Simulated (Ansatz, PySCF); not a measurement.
Spin states of H3Ta (SMILES [TaH3]), each relaxed with B3LYP-D3(BJ)/def2-TZVP.
State 1 (charge 0, multiplicity 3):
```tsv
atom	x (Å)	y (Å)	z (Å)
Ta	-0.0345	0.0107	-0.0223
H	-1.7762	-0.1486	-0.4623
H	0.6598	-0.8105	1.4017
H	1.0928	1.0153	-0.9732
```
State 2 (charge 0, multiplicity 1):
| atom | x (Å) | y (Å) | z (Å) |
|---|---|---|---|
| Ta | -0.0145 | 0.0166 | -0.0141 |
| H | -1.7262 | -0.1452 | -0.4505 |
| H | 0.6216 | -0.8289 | 1.4097 |
| H | 1.0611 | 1.0244 | -1.0011 |

Singlets are restricted, other states unrestricted; no spin–orbit coupling, no relativity up to Kr; see below for the cores. The largest T1 diagnostic is 0.024.

Correlated levels freeze the inner cores; with def2 sets outer-core shells near the valence are correlated too.

Programs: Ansatz (a first-principles code); PySCF for the dispersion terms. Each number belongs to the level named beside it. In def2 rows elements past Kr take small-core potentials, without spin–orbit coupling.

### Question
One of these levels gives 0.588 eV for the energy of the multiplicity-1 state less that of the multiplicity-3 state. Name it.
A. r2SCAN-D4/def2-TZVPP
B. B3LYP-D3(BJ)/def2-TZVPP
C. CCSD(T)/def2-SVP
D. BHLYP-D4/def2-TZVPP

### Answer
D, BHLYP-D4/def2-TZVPP. The others give 0.860 (r2SCAN-D4/def2-TZVPP), 0.508 (B3LYP-D3(BJ)/def2-TZVPP), 0.455 (CCSD(T)/def2-SVP)

Doubts at one or more of the structures used: a restricted determinant that unrestricted orbitals would lower (CCSD(T)/def2-SVP).
